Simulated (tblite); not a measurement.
Isomers of C8H6S2. All values are computed: GFN2-xTB (tblite) harmonic vibrations without scaling, gas phase. Errors from tens to a few hundred cm⁻¹ against measured bands are possible. Modes of hydrogen on sulfur can be 10 to 20 % off. One conformer each.

Electronic energies: GFN2-xTB at the same geometries; isomer energies are rough at this level and their order can be wrong.

```
           SMILES  electronic energy, lowest = 0 (kJ/mol)
c1csc(-c2ccsc2)c1                                    62.4
  C=Cc1csc2ccsc12                                    90.6
   Sc1ccc2ccsc2c1                                     0.0
c1csc(-c2cccs2)c1                                    57.0
```

**Question.** How do GFN2-xTB zero-point energies change the relative energies?

**Answer.** 
```json
{"SMILES": "Sc1ccc2ccsc2c1", "ZPE (kJ/mol)": "286.6", "of it from modes above 1550 cm⁻¹": "126.4", "electronic (kJ/mol)": "0.0", "with ZPE, lowest = 0 (kJ/mol)": "0.0", "lowest mode (cm⁻¹)": "103", "rings": "2"}
{"SMILES": "c1csc(-c2cccs2)c1", "ZPE (kJ/mol)": "291.1", "of it from modes above 1550 cm⁻¹": "122.1", "electronic (kJ/mol)": "57.0", "with ZPE, lowest = 0 (kJ/mol)": "61.5", "lowest mode (cm⁻¹)": "47", "rings": "2"}
{"SMILES": "c1csc(-c2ccsc2)c1", "ZPE (kJ/mol)": "291.2", "of it from modes above 1550 cm⁻¹": "122.4", "electronic (kJ/mol)": "62.4", "with ZPE, lowest = 0 (kJ/mol)": "67.0", "lowest mode (cm⁻¹)": "35", "rings": "2"}
{"SMILES": "C=Cc1csc2ccsc12", "ZPE (kJ/mol)": "290.5", "of it from modes above 1550 cm⁻¹": "122.2", "electronic (kJ/mol)": "90.6", "with ZPE, lowest = 0 (kJ/mol)": "94.5", "lowest mode (cm⁻¹)": "77", "rings": "2"}
```

The zero-point energies span 4.6 kJ/mol, from `Sc1ccc2ccsc2c1` to `c1csc(-c2ccsc2)c1`. The order is unchanged.

**Question.** What do entropy and thermal enthalpy add at 298.15 K and 1 bar (rigid rotor, harmonic oscillator, one conformer each)?

**Answer.** 
```
           SMILES  point group  symmetry number  S (J/(mol K))  H − H(0) (kJ/mol)  ZPE + H − H(0) − TS (kJ/mol)
   Sc1ccc2ccsc2c1           Cs                1          383.5              25.22                         197.4
c1csc(-c2cccs2)c1          C2h                2          385.2              25.15                         201.4
c1csc(-c2ccsc2)c1           Cs                1          393.0              25.12                         199.1
  C=Cc1csc2ccsc12           Cs                1          388.9              25.79                         200.3
```
